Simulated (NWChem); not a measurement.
System: HTeOF; SMILES O[Te]F

The following NWChem deck was run.

```
start job
memory heap 200 mb stack 900 mb global 1100 mb
geometry units angstroms noautoz
  Te     0.294893     0.024593     0.024159
  F     -0.690033    -1.646794    -0.036918
  O     -1.242908     1.250229    -0.081756
  H     -1.602724     1.361217     0.808848
end
basis spherical
  * library def2-svp
end
ecp
  Te library def2-ecp
end
dft
  xc xwpbe 1.00 cpbe96 1.0 hfexch 1.00
  cam 0.4 cam_alpha 0.0 cam_beta 1.0
  iterations 150
  vectors input atomic output neutral.movecs
end
task dft energy
charge 1
dft
  odft
  mult 2
  vectors input atomic output cation.movecs
end
task dft energy
```

Output (shortened):

```
             Northwest Computational Chemistry Package (NWChem) 7.3.0
             --------------------------------------------------------

 C1  symmetry detected

                             Geometry "geometry" -> ""
                             -------------------------

 Output coordinates in angstroms (scale by  1.889725989 to convert to a.u.)

  No.       Tag          Charge          X              Y              Z
 ---- ---------------- ---------- -------------- -------------- --------------
    1 Te                  52.0000     0.33411693     0.00972065    -0.00417493
    2 F                    9.0000    -0.87336981    -1.50991874    -0.00818163
    3 O                    8.0000    -1.02302111     1.43532496    -0.06791039
    4 H                    1.0000    -1.32958319     1.60119530     0.83401427

 Effective nuclear repulsion energy (a.u.)     269.3663128567

 Summary of "ao basis" -> "ao basis" (spherical)
 ------------------------------------------------------------------------------
       Tag                 Description            Shells   Functions and Types
 ---------------- ------------------------------  ------  ---------------------
 Te                         def2-svp                10       26   4s4p2d
 F                          def2-svp                 6       14   3s2p1d
 O                          def2-svp                 6       14   3s2p1d
 H                          def2-svp                 3        5   2s1p

            General Information
            -------------------
          SCF calculation type: DFT
          Wavefunction type:  closed shell.
          No. of atoms     :     4
          No. of electrons :    42
           Alpha electrons :    21
            Beta electrons :    21
          Charge           :     0
          Spin multiplicity:     1
          Use of symmetry is: off; symmetry adaption is: off
          Maximum number of iterations: 150
          AO basis - number of functions:    59
                     number of shells:    25
          Convergence on energy requested:  1.00D-06
          Convergence on density requested:  1.00D-05
          Convergence on gradient requested:  5.00D-04

              XC Information
              --------------
                     Hartree-Fock (Exact) Exchange  1.000
                     LC-wPBE(h)Exchange Functional  1.000
            Perdew 1991 LDA Correlation Functional  1.000 local
           PerdewBurkeErnz. Correlation Functional  1.000 non-local

           Range-Separation Parameters
           ---------------------------
           Alpha           :  0.00
           Beta            :  1.00
           Gamma           :  0.40
           Short-Range HF  :     F

             Grid Information
             ----------------
          Grid used for XC integration:  medium
          Radial quadrature: Mura-Knowles
          Angular quadrature: Lebedev.
          Tag              B.-S. Rad. Rad. Pts. Rad. Cut. Ang. Pts.
          ---              ---------- --------- --------- ---------
          Te                  1.40      123           8.0       590
          F                   0.50       49           9.0       434
          O                   0.60       49           7.0       434
          H                   0.35       45           9.0       434
          Grid pruning is: on
          Number of quadrature shells:   266
          Spatial weights used:  Erf1

      Superposition of Atomic Density Guess
      -------------------------------------

 Sum of atomic energies:        -485.70666265

      Non-variational initial energy
      ------------------------------

 Total energy =    -441.582264
 1-e energy   =    -977.425268
 2-e energy   =     401.419465
 HOMO         =      -0.207877
 LUMO         =      -0.064805

   convergence    iter        energy       DeltaE   RMS-Dens  Diis-err
 ---------------- ----- ----------------- --------- --------- ---------
 d= 0,ls=0.0,diis     1   -443.3530645163 -5.78D+02  1.91D-02  7.58D-01
 d= 0,ls=0.0,diis     2   -443.3654298209 -1.24D-02  7.56D-03  8.72D-01
 d= 0,ls=0.0,diis     3   -443.4398979232 -7.45D-02  8.53D-04  9.41D-03
 d= 0,ls=0.0,diis     4   -443.4407134832 -8.16D-04  2.80D-04  3.06D-04
 d= 0,ls=0.0,diis     5   -443.4407421460 -2.87D-05  1.04D-04  7.80D-05
  Resetting Diis
 d= 0,ls=0.0,diis     6   -443.4407495594 -7.41D-06  4.98D-05  1.63D-05
 d= 0,ls=0.0,diis     7   -443.4407515442 -1.98D-06  1.64D-05  2.65D-07
 d= 0,ls=0.0,diis     8   -443.4407516743 -1.30D-07  7.50D-06  6.89D-08

         Total DFT energy =     -443.440751674305
      One electron energy =     -978.449697694461
           Coulomb energy =      440.735412806684
    Exchange-Corr. energy =      -40.150006153588
 Nuclear repulsion energy =      134.423539367060

 Numeric. integr. density =       41.999989084408

                       DFT Final Molecular Orbital Analysis
                       ------------------------------------

 Vector   19  Occ=2.000000D+00  E=-4.703858D-01
              MO Center= -6.6D-01,  3.1D-01, -6.3D-02, r^2= 3.0D+00
   Bfn.  Coefficient  Atom+Function         Bfn.  Coefficient  Atom+Function
  ----- ------------  ---------------      ----- ------------  ---------------
    45      0.419460  3 O  py                30      0.322210  2 F  px
    48      0.312856  3 O  py                11      0.243699  1 Te px
    33     -0.235438  2 F  px                31     -0.205497  2 F  py
     3      0.163599  1 Te s                  4      0.162970  1 Te s
    46     -0.155986  3 O  pz                34      0.145322  2 F  py

 Vector   20  Occ=2.000000D+00  E=-4.537733D-01
              MO Center= -8.1D-01,  8.7D-01, -5.9D-02, r^2= 2.1D+00
   Bfn.  Coefficient  Atom+Function         Bfn.  Coefficient  Atom+Function
  ----- ------------  ---------------      ----- ------------  ---------------
    44      0.478358  3 O  px                47      0.362403  3 O  px
    45      0.264321  3 O  py                48      0.200365  3 O  py
    31     -0.190177  2 F  py                 3     -0.182245  1 Te s
     4     -0.159044  1 Te s                 30     -0.157195  2 F  px
    11     -0.146520  1 Te px                34      0.143484  2 F  py

 Vector   21  Occ=2.000000D+00  E=-3.312416D-01
              MO Center=  2.3D-01, -1.1D-02,  1.6D-02, r^2= 2.4D+00
   Bfn.  Coefficient  Atom+Function         Bfn.  Coefficient  Atom+Function
  ----- ------------  ---------------      ----- ------------  ---------------
    13      0.635521  1 Te pz                16      0.487706  1 Te pz
    10     -0.236939  1 Te pz                32      0.220460  2 F  pz
     7     -0.184229  1 Te pz                35     -0.177032  2 F  pz
    46     -0.151365  3 O  pz                49     -0.104543  3 O  pz
    55     -0.096397  4 H  s                 43      0.082883  3 O  s

 Vector   22  Occ=0.000000D+00  E= 1.124683D-02
              MO Center=  3.9D-01,  1.1D-02,  7.5D-03, r^2= 2.9D+00
   Bfn.  Coefficient  Atom+Function         Bfn.  Coefficient  Atom+Function
  ----- ------------  ---------------      ----- ------------  ---------------
    15      0.706288  1 Te py                12      0.478451  1 Te py
    29      0.253478  2 F  s                 30     -0.217993  2 F  px
    43     -0.218007  3 O  s                  9     -0.192140  1 Te py
    44     -0.192451  3 O  px                33      0.189034  2 F  px
    47     -0.189180  3 O  px                 6     -0.148364  1 Te py

 Vector   23  Occ=0.000000D+00  E= 3.597350D-02
              MO Center= -4.9D-02,  1.7D-01,  5.9D-02, r^2= 3.2D+00
   Bfn.  Coefficient  Atom+Function         Bfn.  Coefficient  Atom+Function
  ----- ------------  ---------------      ----- ------------  ---------------
    14      0.662502  1 Te px                43      0.465280  3 O  s
    11      0.434149  1 Te px                 3     -0.375570  1 Te s
    45     -0.259630  3 O  py                48     -0.258667  3 O  py
    56     -0.225114  4 H  s                 31     -0.216872  2 F  py
    34      0.200847  2 F  py                 8     -0.171053  1 Te px

 Vector   24  Occ=0.000000D+00  E= 1.750654D-01
              MO Center= -1.2D+00,  1.5D+00,  9.7D-01, r^2= 3.1D+00
   Bfn.  Coefficient  Atom+Function         Bfn.  Coefficient  Atom+Function
  ----- ------------  ---------------      ----- ------------  ---------------
    56      1.430615  4 H  s                 43     -0.681057  3 O  s
     3     -0.534370  1 Te s                 49     -0.408980  3 O  pz
    14      0.284142  1 Te px                46     -0.238334  3 O  pz
    47      0.231230  3 O  px                15     -0.228664  1 Te py
    48     -0.179110  3 O  py                44      0.163368  3 O  px

     Multipole analysis of the density
     ---------------------------------

     L   x y z        total         alpha         beta         nuclear
     -   - - -        -----         -----         ----         -------
     0   0 0 0     -0.000000    -21.000000    -21.000000     42.000000

     1   1 0 0      0.778429      9.228667      9.228667    -17.678904
     1   0 1 0      0.513337      0.513840      0.513840     -0.514342
     1   0 0 1      0.590314      0.184704      0.184704      0.220905

     2   2 0 0    -25.828985    -48.061909    -48.061909     70.294834
     2   1 1 0     -1.428145      2.731039      2.731039     -6.890223
     2   1 0 1     -1.776196      0.044430      0.044430     -1.865056
     2   0 2 0    -28.211823    -84.752362    -84.752362    141.292900
     2   0 1 1      2.079856     -0.148951     -0.148951      2.377759
     2   0 0 2    -27.212155    -14.915757    -14.915757      2.619358

                                 NWChem DFT Module
                                 -----------------

            General Information
            -------------------
          SCF calculation type: DFT
          Wavefunction type:  spin polarized.
          No. of atoms     :     4
          No. of electrons :    41
           Alpha electrons :    21
            Beta electrons :    20
          Charge           :     1
          Spin multiplicity:     2
          Use of symmetry is: off; symmetry adaption is: off
          Maximum number of iterations: 150
          This is a Direct SCF calculation.
          AO basis - number of functions:    59
                     number of shells:    25
          Convergence on energy requested:  1.00D-06
          Convergence on density requested:  1.00D-05
          Convergence on gradient requested:  5.00D-04

              XC Information
              --------------
                     Hartree-Fock (Exact) Exchange  1.000
                     LC-wPBE(h)Exchange Functional  1.000
            Perdew 1991 LDA Correlation Functional  1.000 local
           PerdewBurkeErnz. Correlation Functional  1.000 non-local

           Range-Separation Parameters
           ---------------------------
           Alpha           :  0.00
           Beta            :  1.00
           Gamma           :  0.40
           Short-Range HF  :     F

             Grid Information
             ----------------
          Grid used for XC integration:  medium
          Radial quadrature: Mura-Knowles
          Angular quadrature: Lebedev.
          Tag              B.-S. Rad. Rad. Pts. Rad. Cut. Ang. Pts.
          ---              ---------- --------- --------- ---------
          Te                  1.40      123           8.0       590
          F                   0.50       49           9.0       434
          O                   0.60       49           7.0       434
          H                   0.35       45           9.0       434
          Grid pruning is: on
          Number of quadrature shells:   266
          Spatial weights used:  Erf1

      Superposition of Atomic Density Guess
      -------------------------------------

 Sum of atomic energies:        -485.70666265

 Renormalizing density from      42.00 to     41

      Non-variational initial energy
      ------------------------------

 Total energy =    -437.197884
 1-e energy   =    -954.153237
 2-e energy   =     382.531814
 HOMO         =      -0.542456
 LUMO         =      -0.407813

   convergence    iter        energy       DeltaE   RMS-Dens  Diis-err
 ---------------- ----- ----------------- --------- --------- ---------
 d= 0,ls=0.0,diis     1   -442.9012508472 -5.77D+02  1.34D-02  5.48D-01
                                                     1.40D-02  5.44D-01
 d= 0,ls=0.0,diis     2   -442.7441684629  1.57D-01  7.62D-03  1.02D+00
                                                     8.23D-03  1.02D+00
 d= 0,ls=0.0,diis     3   -443.1051755564 -3.61D-01  1.22D-03  8.74D-03
                                                     1.20D-03  8.91D-03
 d= 0,ls=0.0,diis     4   -443.1074574321 -2.28D-03  4.92D-04  3.09D-03
                                                     4.87D-04  2.94D-03
 d= 0,ls=0.0,diis     5   -443.1085501803 -1.09D-03  1.68D-04  1.33D-04
                                                     2.24D-04  1.73D-04
  Resetting Diis
 d= 0,ls=0.0,diis     6   -443.1086669976 -1.17D-04  7.67D-05  4.19D-06
                                                     1.11D-04  7.64D-06
 d= 0,ls=0.0,diis     7   -443.1086833871 -1.64D-05  2.10D-05  7.43D-07
                                                     3.06D-05  1.15D-06
 d= 0,ls=0.0,diis     8   -443.1086852837 -1.90D-06  9.26D-06  3.30D-07
                                                     1.35D-05  6.70D-07
 d= 0,ls=0.0,diis     9   -443.1086858167 -5.33D-07  1.74D-05  2.62D-07
                                                     2.33D-05  2.65D-07
 d= 0,ls=0.0,diis    10   -443.1086863274 -5.11D-07  3.65D-06  1.11D-08
                                                     3.88D-06  9.38D-09

         Total DFT energy =     -443.108686327373
      One electron energy =     -966.389882198000
           Coulomb energy =      428.656104081209
    Exchange-Corr. energy =      -39.798447577642
 Nuclear repulsion energy =      134.423539367060

 Numeric. integr. density =       40.999989268376

                    DFT Final Alpha Molecular Orbital Analysis
                    ------------------------------------------

 Vector   19  Occ=1.000000D+00  E=-7.280060D-01
              MO Center= -6.3D-01,  8.6D-02, -8.4D-02, r^2= 3.0D+00
   Bfn.  Coefficient  Atom+Function         Bfn.  Coefficient  Atom+Function
  ----- ------------  ---------------      ----- ------------  ---------------
    30      0.362589  2 F  px                45      0.308893  3 O  py
    11      0.285188  1 Te px                33     -0.253871  2 F  px
    48      0.212414  3 O  py                44     -0.202252  3 O  px
    31     -0.188155  2 F  py                46     -0.186944  3 O  pz
     3      0.172207  1 Te s                 49     -0.138889  3 O  pz

 Vector   20  Occ=1.000000D+00  E=-7.027375D-01
              MO Center= -9.2D-01,  1.0D+00, -5.5D-02, r^2= 1.7D+00
   Bfn.  Coefficient  Atom+Function         Bfn.  Coefficient  Atom+Function
  ----- ------------  ---------------      ----- ------------  ---------------
    44      0.444962  3 O  px                45      0.386072  3 O  py
    47      0.321433  3 O  px                48      0.278300  3 O  py
    31     -0.226269  2 F  py                34      0.161429  2 F  py
     3     -0.119684  1 Te s                  4     -0.076886  1 Te s
    26     -0.076456  1 Te d  2              30     -0.075026  2 F  px

[...]
```

Level: LC-wPBE (HJS exchange hole, range parameter 0.4 per bohr)/def2-SVP with def2 effective core potentials on Te, vertical spin-unrestricted ions. All runs use the structure optimised with PBE0/def2-SVP. def2 effective core potentials on Te; no spin-orbit coupling.
